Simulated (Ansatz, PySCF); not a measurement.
C$_{4}$H$_{3}$S, charge -1, singlet, at a GFN2-xTB geometry (in this run its highest filled SCF level lies above zero, so its values depend strongly on the basis, on diffuse functions most of all). Base run: CASSCF(6,4)/STO-3G in PySCF.

PySCF was given this input:
```python
from pyscf import gto, scf, mcscf
import numpy

mol = gto.Mole()
mol.atom = '''
    S    -0.000828    0.052673    1.184693
    C    -0.014587    1.382577   -0.007520
    C     0.012791   -1.212093   -0.003802
    C    -0.007513    0.738672   -1.228508
    C     0.007464   -0.680177   -1.251335
    H     0.023606   -2.243764    0.307910
    H    -0.013331    1.310268   -2.157988
    H     0.014035   -1.283140   -2.158023
'''
mol.basis = 'sto-3g'
mol.charge = -1
mol.spin = 0
mol.verbose = 4
mol.build()

mf = scf.RHF(mol)
mf.kernel()
mc = mcscf.CASSCF(mf, 4, 6)
mc.fix_spin_(ss=0.0)
mc.kernel()
occ = numpy.linalg.eigvalsh(mc.fcisolver.make_rdm1(mc.ci, mc.ncas, mc.nelecas))[::-1]
ss = mc.fcisolver.spin_square(mc.ci, mc.ncas, mc.nelecas)[0]
print('natural occupations', occ.round(4), ' <S^2>', round(ss, 4))
```

Programs used: Ansatz (a program for electronic structure), PySCF; a row that names a program was run with it.

The base run was repeated with changes; each row names its change, and settings that it needs were set with it.

| change | ΔE vs base (kcal/mol) | natural occupations | <S^2> of the state | outcome |
|---|---|---|---|---|
| base | 0.000 | 2.00 2.00 1.91 0.10 | 0.00 | converged |
| start = MP2 natural orbitals | -0.175 | 2.00 2.00 1.91 0.10 | 0.00 | converged |
| state_average = 2 states | 13.37 | - | - | converged |
| active space = 2 electrons, 2 orbitals | 1.35 | 1.90 0.10 | 0.00 | converged |
| fix_spin_ = off | - | - | - | not converged |
| orbitals = fixed (CASCI) | 10.74 | 2.00 1.99 1.95 0.05 | 0.00 | converged |
| active space = 4 electrons, 3 orbitals | - | - | - | not converged |
| active space = 6 electrons, 8 orbitals | -36.02 | 1.98 1.94 1.88 0.11 0.07 0.02 0.00 0.00 | 0.00 | converged |
| active space = 8 electrons, 8 orbitals | -43.83 | 1.98 1.97 1.94 1.88 0.11 0.07 0.03 0.03 | 0.00 | converged |
| code = ansatz | -0.167 | - | - | converged |
| solver = newton | -0.175 | 2.00 2.00 1.91 0.10 | 0.00 | converged |

Active orbitals are taken around the Fermi level unless the row says otherwise; CASSCF can end in different local minima, and two programs can end on different orbitals. State-averaged rows give the lowest state.
